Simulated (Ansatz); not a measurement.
`O=C=[N][In]([Cl])[Cl]` + H₂S → `[SH][In]([Cl])[Cl]` + `N=C=O` at 700 K and 1 bar (ligand exchange at the In–N bond).

Gas-phase electronic energies from Ansatz, PBE0-D4/def2-TZVP geometries. CCSD(T)/CBS is the MP2 limit (def2-TZVPP, def2-QZVPP) plus CCSD(T) − MP2 in def2-TZVPP, frozen cores. This one scheme is used for every species. Elements past krypton have def2 core potentials. For In outer-core shells are correlated without core-valence functions, which leaves a few kJ/mol of doubt a bond. One conformer a species, not always the lowest.

| species | CCSD(T)/CBS energy (Eh) | H − E (kJ/mol) | S (J/(mol·K)) |
| --- | --- | --- | --- |
| `O=C=[N][In]([Cl])[Cl]` | -1277.41850 | 108.0 | 494.7 |
| H₂S | -398.97279 | 64.8 | 236.9 |
| `[SH][In]([Cl])[Cl]` | -1507.88474 | 88.1 | 446.1 |
| `N=C=O` | -168.51995 | 89.3 | 283.6 |

H − E and S are ideal-gas, rigid-rotor, harmonic terms from PBE0-D4/def2-TZVP, for one conformer and one mirror image of each species. 1 Eh = 2625.50 kJ/mol, R = 8.31446 J/(mol·K).

Question: By hand: ΔE, ΔH, ΔS and ΔG.

Answer: ΔE = (-1507.88474) + (-168.51995) − (-1277.41850) − (-398.97279) = -0.01340 Eh = -35.2 kJ/mol. Δ(H − E) = 88.1 + 89.3 − 108.0 − 64.8 = 4.6, so ΔH = -30.6 kJ/mol. ΔS = 446.1 + 283.6 − 494.7 − 236.9 = -1.9 J/(mol·K). ΔG = -30.6 − 700 × (-1.9)/1000 = -29.3 kJ/mol.

Question: By hand: the equilibrium constant, and the temperature at which ΔG would vanish if ΔH and ΔS stayed fixed.

Answer: log₁₀ K = −ΔG/(RT ln 10) = 2.2. ΔG = 0 at ΔH/ΔS = 16105 K, far beyond where these terms or the molecules hold.

The number of gas molecules stays the same, so ΔS is small and ΔH decides. A doubt of 5 kJ/mol in ΔE shifts log₁₀ K by 0.4 here. Other conformers and mirror images would add mixing entropy, several J/(mol·K) or more a flexible species. Modes under 60 cm⁻¹, often nearly free rotors, make the harmonic entropy too high. These are equilibria of isolated gas molecules and say nothing of rates. Largest T1 diagnostic: 0.018 (customary marks: 0.02 for closed shells, 0.045 for open ones).
